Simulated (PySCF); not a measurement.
Input for PySCF: D3(BJ) and D4 dispersion corrections on C2H6OSi (SMILES CO[Si]C), a point of a torsion scan.

```python
from pyscf import gto
from pyscf.dispersion import dftd3, dftd4

mol = gto.M(
    atom='''
    C     1.87802355   -0.29342588    0.00909533
    O     1.31048628    0.21843590   -1.14550674
    Si    1.06466962   -0.50773596   -2.60510402
    C     0.27352133    1.01552631   -3.44724729
    H     2.75643465    0.30138327    0.27488282
    H     2.18268916   -1.33664111   -0.11605307
    H     1.15308433   -0.23276483    0.82564274
    H     0.12349014    1.84941480   -2.76147595
    H    -0.69072555    0.75371703   -3.88009538
    H     0.89802693    1.36277490   -4.26921806
    ''',
    basis='def2-svp',
    charge=0, spin=0, verbose=0, max_memory=1800)
d3, d4 = {}, {}
for xc in ['hf', 'pbe', 'blyp', 'revpbe', 'tpss', 'r2scan', 'b3lyp', 'pbe0', 'bhlyp', 'camb3lyp', 'b2plyp']:
    d3[xc] = float(dftd3.DFTD3Dispersion(mol, xc=xc, version='d3bj', atm=False).get_dispersion()['energy'])
    print(f'D3(BJ) {xc:10s} {d3[xc]:14.8f} Eh')
for xc in ['hf', 'pbe', 'blyp', 'revpbe', 'tpss', 'r2scan', 'b3lyp', 'pbe0', 'bhlyp', 'camb3lyp', 'b2plyp']:
    d4[xc] = float(dftd4.DFTD4Dispersion(mol, xc={'camb3lyp': 'cam-b3lyp'}.get(xc, xc), atm=True).get_dispersion()['energy'])
    print(f'D4     {xc:10s} {d4[xc]:14.8f} Eh')
```

The log:

```
D3(BJ) hf            -0.05493366 Eh
D3(BJ) pbe           -0.00654458 Eh
D3(BJ) blyp          -0.01419021 Eh
D3(BJ) revpbe        -0.01674730 Eh
D3(BJ) tpss          -0.00828054 Eh
D3(BJ) r2scan        -0.00180308 Eh
D3(BJ) b3lyp         -0.01161181 Eh
D3(BJ) pbe0          -0.00567734 Eh
D3(BJ) bhlyp         -0.00921518 Eh
D3(BJ) camb3lyp      -0.00519261 Eh
D3(BJ) b2plyp        -0.00544746 Eh
D4     hf            -0.02417605 Eh
D4     pbe           -0.00642718 Eh
D4     blyp          -0.01439865 Eh
D4     revpbe        -0.02112638 Eh
D4     tpss          -0.00869060 Eh
D4     r2scan        -0.00156300 Eh
D4     b3lyp         -0.01038131 Eh
D4     pbe0          -0.00538296 Eh
D4     bhlyp         -0.00770771 Eh
D4     camb3lyp      -0.00542491 Eh
D4     b2plyp        -0.00446505 Eh
```

The run finished.

Cost: roughly 0.03 core-seconds.
